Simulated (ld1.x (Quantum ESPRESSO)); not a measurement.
**aluminium: excitation energies, all-electron against RRKJ**

- Element: aluminium
- Generator: ld1.x (Quantum ESPRESSO) 7.5
- Type: norm-conserving RRKJ (Kleinman–Bylander form)
- Functional: PBE
- Relativity: scalar-relativistic
- Frozen core: [He]
- Valence charge: 11
- Reference configuration: 2s2 2p6 3s2 3p1
- Partial waves: 2s (bound): rc 1.10 bohr; 2p (bound): rc 0.45 bohr
- Local potential: all-electron potential smoothed inside 0.45 bohr (lloc = -1)
- Core correction: none

Occupied shells without a wave of their own: 3p, 3s. They enter only through the test configuration that unscreens the potential.

Energies are relative to the spin-unpolarised reference configuration 2s2 2p6 3s2 3p1; without spin polarisation the order of configurations can differ from experiment.

Give the all-electron excitation energy and the error of the potential for: 2s2 2p6 3s2 3p0; 2s2 2p6 3s1 3p0; 2s2 2p6 3s0 3p0; 2s2 2p6 3s2 3p1.3; 2s1 2p6 3s2 3p1; 2s2 2p6 3s0 3p3; 2s2 2p5 3s2 3p1.

```
valence configuration  charge  ΔE all-electron (eV)  error AE − PS (meV)
      2s2 2p6 3s2 3p0      +1                 5.761                 +3.6
      2s2 2p6 3s1 3p0      +2                24.987                 -231
      2s2 2p6 3s0 3p0      +3                53.430                 -607
    2s2 2p6 3s2 3p1.3    -0.3                -0.575                 -0.6
      2s1 2p6 3s2 3p1      +1               120.710                  -69
      2s2 2p6 3s0 3p3       0                10.451                 -357
      2s2 2p5 3s2 3p1      +1                82.814                 +158
```

The 3p, 3s levels have no wave, so the channel is fitted at the deeper level alone: the likely source of the large errors.
